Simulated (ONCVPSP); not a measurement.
u(r) = r·R(r): atom against pseudo-atom (Si (Z = 14))

Columns: radius, all-electron u(r) and pseudo u(r) of the 3s shell (level -10.81 eV) of silicon in the configuration [Ne] 3s2 3p2; PBE, scalar-relativistic, ONCV scheme, ONCVPSP 4.0.1.

```tsv
r (bohr)	all-electron	pseudo
0.082	0.1557	0.0158
0.165	-0.0429	0.0333
0.248	-0.2291	0.0536
0.330	-0.3236	0.0776
0.413	-0.3334	0.1063
0.495	-0.2821	0.1392
0.578	-0.1920	0.1770
0.660	-0.0834	0.2185
0.742	0.0319	0.2636
0.825	0.1469	0.3125
0.908	0.2548	0.3641
0.990	0.3512	0.4168
1.072	0.4362	0.4702
1.155	0.5100	0.5237
1.238	0.5719	0.5746
1.320	0.6222	0.6206
1.402	0.6624	0.6602
1.485	0.6935	0.6923
1.568	0.7157	0.7154
1.650	0.7297	0.7297
1.733	0.7370	0.7369
1.815	0.7380	0.7380
1.898	0.7337	0.7337
1.980	0.7251	0.7251
2.062	0.7127	0.7127
2.145	0.6970	0.6970
```

How many radial nodes do the two functions have?

The all-electron 3s function has n − l − 1 = 2; the pseudo-wave has 0, since the states of the same l below it are removed with the core.

At about which radius was the pseudo-wave matched?

1.65 bohr, where the columns begin to agree (steps of 0.08 bohr).

Is the pseudo-wave norm-conserving?

Yes: the ONCV scheme keeps the norm inside the radius equal to the all-electron one, which fixes the energy derivative of the logarithmic derivative at the level.
